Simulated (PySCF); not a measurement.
CH₃AlCl, multiplicity 2. Atoms are numbered in the order given.

```xyz
6

Al     0.7154    -0.4492     0.0000
C     -0.4899    -2.0116     0.0000
H     -1.1307    -1.9602    -0.8849
H     -1.1307    -1.9602     0.8849
H      0.0429    -2.9621     0.0000
Cl    -0.2437     1.4583     0.0000
```
Charge 0, spin multiplicity 2.

Geometry optimised at B3LYP-D3(BJ)/def2-TZVP. The spin state was assumed, not searched. The isomer is the one that the SMILES or the coordinates give; other isomers of the formula were not compared.

Method: PBE/def2-TZVPD run with PySCF.

The molecule is in vacuum.

Computed frontier levels, dipole moment and polarisability:
The α spin, highest occupied and lowest empty level is -4.81 and -2.39 eV and the β spin, highest occupied and lowest empty level is -7.48 and -3.35 eV. The dipole moment is 0.422 e·Å, the quadrupole, principal values (traceless, Buckingham form, about the centre of nuclear charge) is -2.39, -1.10, 3.49 D·Å and the mean static polarisability is 67.9 bohr³ (10.06 Å³). The polarisability, principal values is 59.2, 65.0, 79.3 bohr³ and the ⟨S²⟩ is 0.752 (pure state 0.75).
